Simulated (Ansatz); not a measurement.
**Ligand exchange: BBrF2 + C2H8OSi → B(OH)F2 + C2H7BrSi**

Species: BBrF2 `FB(F)Br`, singlet; C2H8OSi `CC[SiH2]O`, singlet; B(OH)F2 (difluorohydroxyborane), singlet; C2H7BrSi `CC[SiH2]Br`, singlet. The partners trade Br for OH: B–Br and Si–OH bonds give way to B–OH and Si–Br.

Shapes, held fixed at every level: PBE0-D4/def2-TZVP. Flexible molecules stand in one conformer, not always the lowest. Programs: Ansatz 0.2.0. The zero-point and thermal change to 298 K, harmonic and unscaled (PBE0-D4/def2-TZVP), is +3.8 kJ/mol.

| level | kind | ΔH(298 K) (kJ/mol) | less CCSD(T)/def2-TZVPP | CPU time (sum over the molecules) |
| --- | --- | --- | --- | --- |
| HF/def2-SVP | Hartree–Fock | -98.7 | -28.0 | – |
| r2SCAN-D4/def2-TZVPP | meta-GGA | -71.9 | -1.2 | 59 s |
| PBE0-D4/def2-TZVPP | global hybrid | -76.4 | -5.7 | 35 s |
| r2SCAN0-D4/def2-TZVPP | global hybrid | -76.7 | -6.0 | 60 s |
| wB97M-V/def2-TZVPP | range-separated hybrid | -72.5 | -1.8 | 2.2 min |
| wB97X-V/def2-TZVPP | range-separated hybrid | -71.2 | -0.5 | 90 s |
| CCSD(T)/def2-SVP | coupled cluster or CI | -89.7 | -19.0 | 46 s |
| CCSD(T)/def2-TZVPP | coupled cluster or CI | -70.7 | 0.0 | 18 min |

The highest level, CCSD(T)/def2-TZVPP, gives ΔH(298 K) = -70.7 kJ/mol; the levels span -98.7 to -70.7. The column of differences is taken from that level and isn't an error. No measured value is set beside it here. Relativity is left out for Br. Outer-core shells of Br are correlated, in sets that cover them unevenly. Times are processor times on shared x86 and Arm servers, and rough.
